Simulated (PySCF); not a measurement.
Worked example: entropy of an ideal gas

GeF3Br, SMILES [Br][Ge]([F])([F])[F].

Geometry optimised at PBE0-D3(BJ)/def2-SVP.

PBE0-D3(BJ)/def2-SVP in PySCF 2.14.0 gives the harmonic wavenumbers 151, 151, 237, 237, 240, 359, 739, 786, 786 cm⁻¹ and the rotational temperatures 0.1693, 0.0609, 0.0609 K. The molar mass is 209.53 g/mol, the symmetry number 3, the spin multiplicity 1.

**Question.** Work out the entropy at 298.15 K and 1 atm in the rigid-rotor, harmonic-oscillator model.

**Answer.** 
Translation (Sackur–Tetrode at 1 atm): S = R[1.5 ln M + 2.5 ln T − 1.16487] = 175.4 J/(mol K).
Rotation: q = (√π/σ) T^1.5/√(θA θB θC) = 121000, S = R[ln q + 3/2] = 109.8 J/(mol K).
Vibration: with u = 1.4388 ν/T, each mode gives R[u/(e^u − 1) − ln(1 − e^−u)]:
```json
[
 {"ν (cm⁻¹)": "151", "modes": "2", "u": "0.73", "S (J/(mol K))": "22.26"},
 {"ν (cm⁻¹)": "237", "modes": "2", "u": "1.14", "S (J/(mol K))": "15.27"},
 {"ν (cm⁻¹)": "240", "modes": "1", "u": "1.16", "S (J/(mol K))": "7.54"},
 {"ν (cm⁻¹)": "359", "modes": "1", "u": "1.73", "S (J/(mol K))": "4.71"},
 {"ν (cm⁻¹)": "739", "modes": "1", "u": "3.57", "S (J/(mol K))": "1.10"},
 {"ν (cm⁻¹)": "786", "modes": "2", "u": "3.79", "S (J/(mol K))": "1.83"}
]
```
These are all the modes. Sum 52.7 J/(mol K).
Spin: R ln 1 = 0.0 J/(mol K).
Total 337.9 J/(mol K); the program's own thermochemistry gives 337.9. Translation makes up 52 % and vibration 16 %. Anharmonicity, hindered rotation and orbital degeneracy are left out.
